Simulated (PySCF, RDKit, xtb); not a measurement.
Two conformers of CH6BNO (SMILES CNBO), B3LYP-D3(BJ)/def2-TZVP minima.
Conformer 1 (charge 0, multiplicity 1):
| atom | x (Å) | y (Å) | z (Å) |
|---|---|---|---|
| C | -1.3010 | 0.4369 | 0.0640 |
| N | -0.2879 | -0.4190 | -0.5294 |
| B | 1.0701 | -0.4522 | -0.1971 |
| O | 1.5461 | 0.3905 | 0.7840 |
| H | -0.8368 | 1.0629 | 0.8228 |
| H | -2.0922 | -0.1483 | 0.5411 |
| H | -1.7624 | 1.0900 | -0.6822 |
| H | -0.6214 | -1.0396 | -1.2474 |
| H | 1.7977 | -1.2119 | -0.7698 |
| H | 2.4877 | 0.2907 | 0.9366 |
Conformer 2 (charge 0, multiplicity 1, Z-matrix in Å and degrees):
```
N
H 1 1.0061
B 1 1.4062 2 117.60
O 3 1.3730 1 124.28 2 177.65
H 4 0.9621 3 115.07 1 -1.87
C 1 1.4510 2 114.40 3 177.65
H 6 1.0916 1 110.92 2 41.67
H 6 1.0917 7 106.68 1 -120.33
H 6 1.0949 7 108.13 8 -115.71
H 3 1.1930 4 116.88 5 178.39
```

No zero-point or thermal terms.

Rows in 6-31G* carry no dispersion term and start afresh at each structure (6-31G* with six Cartesian d functions).

Codes used: PySCF for 6-31G* rows; RDKit for the force fields; xtb for the GFN methods. Values without a source in brackets are computed.

Problem. One of these levels gives 131.3 meV for the electronic energy of conformer 2 less that of conformer 1. Name it.
A) BP86/6-31G*
B) UFF
C) GFN2-xTB

Solution. B, UFF. The others give -17.7 (GFN2-xTB), 95.9 (BP86/6-31G*)
